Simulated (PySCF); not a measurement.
TDDFT excited states: As2

Species: As2.
Numbering: `[As:1]#[As:2]`

Structure used (PBE0-D3(BJ)/def2-TZVP), in Å, numbered top down from 1:
```
atom  x, y, z in Å
As1    1.053   -0.027    0.001
As2   -1.036   -0.002   -0.013
```

The calculation used TDDFT CAM-B3LYP/aug-cc-pVTZ, vertical, gas phase, core orbitals frozen in the response in PySCF. Isolated species at its PBE0-D3(BJ)/def2-TZVP geometry, gas phase. Relativistic effects, spin–orbit coupling among them, are left out although an element past zinc is present.

| state | λ (nm) | E (eV) | f | symmetry | main configurations (H = HOMO, L = LUMO) |
| --- | --- | --- | --- | --- | --- |
| S1 | 452.7 | 2.74 | 0.0000 | – | H-1/H→L/L+1 (≥89%) |
| S2 | 387.9 | 3.20 | 0.0000 | – | H-1/H→L/L+1 (≥85%) |
| S3 | 387.9 | 3.20 | 0.0000 | – | H-1/H→L/L+1 (≥85%) |
| S4 | 337.1 | 3.68 | 0.0000 | – | H-2→L/L+1 (99%) |
| S5 | 337.1 | 3.68 | 0.0000 | – | H-2→L/L+1 (99%) |
| S6 | 230.3 | 5.38 | 0.212 | Σu+ | H-1/H→L/L+1 (≥74%) |
| S7 | 187.5 | 6.61 | 0.0000 | – | H-1/H→L+2 (84%), H-1/H→L+9 (15%) |
| S8 | 187.5 | 6.61 | 0.0000 | – | H-1/H→L+2 (84%), H-1/H→L+9 (15%) |
| S9 | 186.0 | 6.66 | 0.189 | Πu | H-1/H→L+3 (≥91%) |
| S10 | 186.0 | 6.66 | 0.189 | Πu | H-1/H→L+3 (≥91%) |

Triplets, Tamm–Dancoff:

```
state  E (eV)  λ (nm)  main configurations (H = HOMO, L = LUMO)
   T1    2.03   610.7                        H-1/H→L/L+1 (≥88%)
   T2    2.36   525.7                        H-1/H→L/L+1 (≥85%)
   T3    2.36   525.7                        H-1/H→L/L+1 (≥85%)
```

The lowest singlet comes at 453 nm (264 kJ/mol) in the visible; it is dark (f under 0.0005); its leading configuration is HOMO-1/HOMO→LUMO/LUMO+1 (≥89%). The most intense listed level is S9/S10 at 6.66 eV (186 nm, f = 0.379 summed), 3.93 eV above S1. It is the last of those listed, so stronger ones may follow. S2/S3, S4/S5, S7/S8 and S9/S10 lie within about 0.01 eV of each other in each set; the point group D∞h has degenerate representations, and within a degenerate level the listed configurations can mix freely. Orbital energies (eV): HOMO-3 -14.89, HOMO-2 -9.11, HOMO-1 -8.63, HOMO -8.63, LUMO -1.73, LUMO+1 -1.73, LUMO+2 0.51. The listed states span 3.93 eV, and the widest gap between neighbours is 1.70 eV (S5 to S6). The oscillator strengths of these states sum to 0.591; summed over the whole spectrum of an exact calculation they would give the number of electrons, 66 (Thomas–Reiche–Kuhn). 3 computed singlets (S1 to S3) lie in the visible range (380 to 750 nm), S1 for one at 453 nm, dark in the vertical dipole picture (f under 0.0005); light of that wavelength is blue, and its complementary colour is yellow; a Tamm–Dancoff triplet lies at 611 nm, without intensity as long as spin–orbit coupling is left out. Symmetry labels in D∞h follow from the direction of the transition dipole and are given only for states with f of 0.002 or more. Orbitals of the list HOMO-3 to LUMO+2 that lie within 0.01 eV of each other are written together with a slash and their weights summed (≥ marks a lower bound); for degenerate orbitals outside that list single weights are arbitrary. Only the lowest 10 singlets were computed, as vertical energies without vibronic structure.

On Arm Neoverse V1, one thread, shared host, this took 5.2 s and 0.48 GiB of memory at its peak.
